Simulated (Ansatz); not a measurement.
```yaml
crystal:
  periodic: [false, false, false]
  atoms:
    - {symbol: F, position_ang: [-0.133452, -2.447460, 1.820639]}
    - {symbol: In, position_ang: [-0.761155, -2.248398, -0.028194]}
    - {symbol: O, position_ang: [-0.475383, -0.461699, -0.849137]}
    - {symbol: Si, position_ang: [0.186765, 0.948724, -0.346218]}
    - {symbol: H, position_ang: [0.075902, 1.937041, -1.452696]}
    - {symbol: H, position_ang: [-0.518157, 1.488808, 0.850495]}
    - {symbol: H, position_ang: [1.625490, 0.782984, 0.005130]}
basis:
  gaussian: {orbitals: def2-mTZVPP, final_grid: {core_spheres: 8, valence_spheres: 7, degree: 23}}
total_charge: 1
hamiltonian: {xc: {name: HF}}
correlation: {active_space: {window: {electrons: 3, orbitals: 2}}}
```

```sh
$ ansatz run in.yaml --threads 4 --pin off --events-out ev --progress --plain --max-ram 10444MiB
```

Problem. How does Ansatz answer? (An estimate is asked.)

Solution. Ansatz gave: The run stopped with an error.
```
Functional definition: HF
1255 factors; integrals over basis functions are off by at most 1.5e-3 eV
mean field evaluation 1: about -17785.3647 eV, gradient 8.0e1 eV
mean field evaluation 2: about -17785.3906 eV, gradient 7.9e1 eV
mean field evaluation 4: about -17796.0737 eV, gradient 4.6e0 eV
mean field evaluation 8: about -17796.1467 eV, gradient 5.7e-1 eV
mean field -17796.14831766 eV, -653.9963880116 hartree, gradient 5.2e-6 eV, S^2 0.000000; 0 other end points of the search recorded, 0 dependent functions left out
reference -17796.14831766 eV, -653.9963880116 hartree; 27, 27 occupied and 99, 99 virtual orbitals, 1255 factors
Error: 3 electrons in 2 orbitals form no window around the highest filled level of the reference
```
